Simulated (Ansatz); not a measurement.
Born–Oppenheimer molecular dynamics of BFH5NOS (10 atoms, charge 0, multiplicity 1). It starts at the highest image of a converged band. Of that band: A structure lower than the first end lies on the path between it and the top, so the climb from that side starts below the end, which may itself be a saddle point or a shallow side well. Neighbouring images differ by up to 2.0 eV, so the band resolves the path poorly. A vibrational analysis at the climbing image gives one clearly imaginary mode, 820i cm⁻¹: a first-order saddle point.

Theory: RKS r2SCANh-D4/6-31G* (Ansatz 0.2.0).

| Item | Value |
| --- | --- |
| ensemble | NVE (velocity Verlet) |
| time step | 0.5 fs |
| steps asked | 176 |
| starting velocities drawn for | 300 K |
| seed | 10208 |

First frame:

```xyz
10
Properties=species:S:1:pos:R:3
B 0.086 0.216 -0.066
F -0.176 -0.424 1.480
N 1.402 0.004 -0.546
H 1.501 -0.465 -1.433
H 2.198 0.564 -0.298
O -0.992 -0.174 -0.820
H -1.754 -0.404 -0.278
S -0.211 2.093 0.892
H 1.060 2.308 1.281
H -0.321 0.693 1.730
```

(1) How far do the bonds stretch over the last three quarters of this one trajectory? (Pairs bonded in most of those frames.)

## Answers

(1) 
```json
{"bond": "B1–N3", "mean (Å)": "1.412", "spread (Å)": "0.017", "shortest": "1.37", "longest": "1.44"}
{"bond": "B1–O6", "mean (Å)": "1.367", "spread (Å)": "0.017", "shortest": "1.33", "longest": "1.40"}
{"bond": "B1–S8", "mean (Å)": "1.889", "spread (Å)": "0.062", "shortest": "1.80", "longest": "2.02"}
{"bond": "F2–H10", "mean (Å)": "0.941", "spread (Å)": "0.019", "shortest": "0.91", "longest": "0.98"}
{"bond": "N3–H4", "mean (Å)": "1.013", "spread (Å)": "0.019", "shortest": "0.98", "longest": "1.05"}
{"bond": "N3–H5", "mean (Å)": "1.010", "spread (Å)": "0.020", "shortest": "0.98", "longest": "1.04"}
{"bond": "O6–H7", "mean (Å)": "0.963", "spread (Å)": "0.005", "shortest": "0.95", "longest": "0.97"}
{"bond": "S8–H9", "mean (Å)": "1.349", "spread (Å)": "0.033", "shortest": "1.30", "longest": "1.40"}
```

Mean temperature of the second half: 849 K. The conserved energy stayed within 0.17 meV per atom of its start (net change 0.052 meV per atom), so the integration is sound. The system heated up, since it started high on the potential surface and ran downhill. A run of 0.088 ps of so small a system gives no equilibrium averages. The orbitals stay closed-shell, which can raise the energy where a bond breaks towards radicals; this wasn't checked here.

The run took 18 min on 2 threads of Arm Neoverse N1, with other jobs on the host, peak memory 0.2 GiB.
